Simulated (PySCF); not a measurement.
Computed data sheet: methyldifluoroisocyanate silane (`C[Si](F)(F)N=C=O`)

Methyldifluoroisocyanate silane, C₂H₃F₂NOSi.
Bonds: C1–Si2, Si2–F3, Si2–F4, Si2–N5, N5–C6 (double), C6–O7 (double). Hydrogens: H8, H9, H10 on C1.

From GFN2-xTB geometry:

```
Rotational constants A, B, C of the GFN2-xTB geometry : 3.608, 1.255, 1.198 GHz
```

**PBE0/pcSseg-1 ground state and GIAO shieldings, non-relativistic (PySCF)**

```
Dipole moment                                               : 2.94 D
HOMO energy                                                 : -9.33 eV
LUMO energy                                                 : 0.47 eV
HOMO–LUMO gap                                               : 9.80 eV
Lowest Hirshfeld atomic charge                              : -0.24 e on N5
Highest Hirshfeld atomic charge                             : +0.57 e on Si2
13C chemical shifts (computed TMS as zero) by class         : 126.0 (C6), -2.5 (C1) ppm
1H chemical shifts (computed TMS as zero) by class          : 0.51 (H8/H9/H10) ppm
Isotropic shieldings of nuclei other than C and H, by class : 217 (N5), 195 (O7), 312 (F3/F4), 400 (Si2) ppm
Mayer bond orders between heavy atoms                       : C1–Si2 0.97, Si2–F3 0.98, Si2–F4 0.98, Si2–N5 0.90, N5–C6 1.91, C6–O7 2.08
```

Monoisotopic mass from the formula: 122.9952 u.

The dipole matches unit charges of opposite sign 0.61 Å apart (1 e·Å = 4.8032 D). The rotational constants make it an asymmetric top with κ = (2B − A − C)/(A − C) = -0.95, nearer the prolate limit (−1). With B = h/(8π²I), that is 505.379 GHz u Å² over I, the principal moments of inertia are 140.1, 402.7 and 421.9 u Å² (most abundant isotopes).

Geometry: GFN2-xTB, one conformer, isolated molecule. NMR classes are plain means over equivalent atoms (diastereotopic ones count apart unless rotation or inversion swaps them), as if these changed places fast; in this geometry the members of some classes differ.

The values belong to the conformer `[CH3:1][Si:2]([F:3])([F:4])[N:5]=[C:6]=[O:7]`: C1–Si2–N5–C6 -3°.
